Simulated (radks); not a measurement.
The numbers below are computed, except where a source is named.
Isoelectronic series with 33 electrons, each ion in its NIST ground configuration. Code: a radial shooting solver on a logarithmic mesh with Libxc functionals. Model: scalar-relativistic Kohn-Sham, PBE, spin-unpolarised, spherical densities, finite nucleus; Fermi nuclear charge, rms radius of each element as measured or else 0.836 A^(1/3) + 0.57 fm. Total energies (hartree) and orbital eigenvalues (hartree):

\begin{tabular}{lrrrrrr}
ion & configuration & E (hartree) & 4p & 4s & 3d & 3p \\ \hline
As & [Ar] 3d10 4s2 4p3 & -2260.79156 & -0.19091 & -0.53265 & -1.49370 & -4.91257 \\
Se+ & [Ar] 3d10 4s2 4p3 & -2429.54733 & -0.56619 & -0.98704 & -2.33761 & -6.00785 \\
Br2+ & [Ar] 3d10 4s2 4p3 & -2605.09445 & -1.03728 & -1.53752 & -3.33638 & -7.26189 \\
Kr3+ & [Ar] 3d10 4s2 4p3 & -2787.42870 & -1.59209 & -2.17199 & -4.47408 & -8.65843 \\
Rb4+ & [Ar] 3d10 4s2 4p3 & -2976.55727 & -2.22463 & -2.88474 & -5.74265 & -10.18921 \\
Sr5+ & [Ar] 3d10 4s2 4p3 & -3172.49356 & -2.93137 & -3.67253 & -7.13724 & -11.84928 \\
Zr7+ & [Ar] 3d10 4s2 4p3 & -3584.86455 & -4.55904 & -5.46580 & -10.29255 & -15.54551 \\
Nb8+ & [Ar] 3d10 4s2 4p3 & -3801.34380 & -5.47730 & -6.46903 & -12.04938 & -17.57797 \\
Mo9+ & [Ar] 3d10 4s2 4p3 & -4024.71925 & -6.46400 & -7.54243 & -13.92388 & -19.73173 \\
Tc10+ & [Ar] 3d10 4s2 4p3 & -4255.02189 & -7.51854 & -8.68558 & -15.91510 & -22.00602 \\
\end{tabular}
